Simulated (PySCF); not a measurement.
Molecule: `Cc1cnc(OC=O)cn1`, C₆H₆N₂O₂.

Bonds (- single, = double, # triple, : aromatic): C1-C2, C2:C3, C3:N4, N4:C5, C5-O6, O6-C7, C7=O8, C5:C9, C9:N10, N10:C2. C1 carries H11, H12, H13; C3 carries H14; C7 carries H15; C9 carries H16.

Frames of a GFN2-xTB Langevin trajectory at 300 K; GIAO PBE0/pcSseg-1 shieldings in PySCF, gas phase, non-relativistic; equivalent atoms averaged within each frame.

Chemical shifts δ = σref − σ; ¹³C (186.93 ppm) vs TMS; ¹⁵N (267.73 ppm) against NH3; H2O for ¹⁷O (336.08 ppm), all at this level. The references are static minima.

Question: How do the shifts (ppm) fluctuate along the trajectory?

Answer: 
```csv
time (fs),C7,C5,C3,C2,C9,C1,N10,N4,O8,O6
250,164.3,154.9,154.5,149.7,133.8,26.0,374.7,360.0,437.7,264.0
425,169.6,166.8,146.0,166.4,151.1,22.9,396.4,344.7,448.6,291.0
625,159.2,160.5,150.3,158.2,145.3,27.7,364.2,359.8,429.3,247.2
800,163.2,157.8,151.8,162.4,136.9,24.6,383.9,350.9,442.4,275.3
1000,168.2,161.0,148.7,158.2,140.0,21.8,366.0,341.0,496.1,276.5
mean of frames,164.9,160.2,150.3,159.0,141.4,24.6,377.0,351.3,450.8,270.8
standard deviation,4.1,4.4,3.2,6.2,6.9,2.4,13.3,8.6,26.3,16.3
```

5 frames give an uncertainty of the mean of about the standard deviation over 2.2 at best, since frames this close in time may not be independent; classical motion lacks zero-point vibration, and the reference would need the same averaging.
